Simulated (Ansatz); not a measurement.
Consider the redistribution: `C[O][AlH][GeH3]` + `[CH3][Ge]([OH])([OH])[F]` → `[CH3][Ge]([OH])([OH])[GeH3]` + `C[O][AlH][F]`.

Gas-phase electronic energies from Ansatz, PBE0-D4/def2-TZVP geometries. CCSD(T)/CBS is the MP2 limit (def2-TZVPP, def2-QZVPP) plus CCSD(T) − MP2 in def2-TZVPP, frozen cores. Functionals use def2-TZVPP. For Ge outer-core shells are correlated without core-valence functions, which leaves a few kJ/mol of doubt a bond. Scalar relativity is left out up to krypton. One conformer a species, not always the lowest.

Task: Is it downhill or uphill in electronic energy at CCSD(T)/CBS, and by how much? (Estimate.)

Result: Computed: Downhill: ΔE = -99.9 kJ/mol.

Task: What do these levels give: r2SCAN-D4, PBE0-D4, ωB97M-V, B2PLYP, PBE, r2SCAN, PBE0, MP2/def2-TZVPP, CCSD/def2-TZVPP, CCSD(T)/def2-TZVPP, HF/CBS(def2), CCSD/CBS(def2)? (An estimate is asked.)

Result: Computed: r2SCAN-D4 -95.2, PBE0-D4 -92.0, ωB97M-V -96.2, B2PLYP -99.6, PBE -91.9, r2SCAN -94.8, PBE0 -90.7, MP2/def2-TZVPP -104.3, CCSD/def2-TZVPP -95.8, CCSD(T)/def2-TZVPP -96.0, HF/CBS(def2) -87.7, CCSD/CBS(def2) -99.7 kJ/mol.

Largest T1 diagnostic among the species: 0.013.

In def2-TZVPP, CCSD(T) changes the Hartree–Fock value by −9.8 kJ/mol (the triples alone add −0.2 kJ/mol) and MP2 by −18.1 kJ/mol.
